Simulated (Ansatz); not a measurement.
CF3, charge -1, singlet, at a GFN2-xTB geometry (a gas-phase anion, which may not be bound at this level); SVWN5/6-31G (Ansatz, an electronic-structure program).

Ansatz was given this input:
Ansatz 0.2 input:
```yaml
crystal:
  periodic: [false, false, false]
  atoms:
    - {symbol: C, position_ang: [0.01018319, -0.00657116, 0.53245374]}
    - {symbol: F, position_ang: [-0.01807559, 1.27792011, -0.10226750]}
    - {symbol: F, position_ang: [1.11097537, -0.62281319, -0.14731810]}
    - {symbol: F, position_ang: [-1.09968858, -0.65072614, -0.10538356]}
basis:
  gaussian:
    orbitals: 6-31G
    final_grid: {core_spheres: 6, valence_spheres: 12, degree: 29}
hamiltonian:
  xc: {name: SVWN5}
total_charge: -1
```

Q: What does Ansatz print? Leave out banner, timings and long lists.

A: 
```
Functional definition: SVWN5
358 factors; integrals over basis functions are off by at most 1.3e-4 eV
mean field evaluation 1: about -9122.5848 eV, gradient 1.8e1 eV
mean field evaluation 2: about -9122.2773 eV, gradient 2.6e1 eV
mean field evaluation 4: about -9123.2412 eV, gradient 1.1e0 eV
mean field evaluation 8: about -9123.2368 eV, gradient 2.5e-2 eV
mean field -9123.23679193 eV, -335.2727681513 hartree, gradient 8.5e-5 eV, S^2 0.000000; 0 other end points of the search recorded, 0 dependent functions left out
reference -9123.23680236 eV, -335.2727685349 hartree; 17, 17 occupied and 19, 19 virtual orbitals, 358 factors
Total energy: -9123.23680236 eV, -335.2727685349 hartree
```
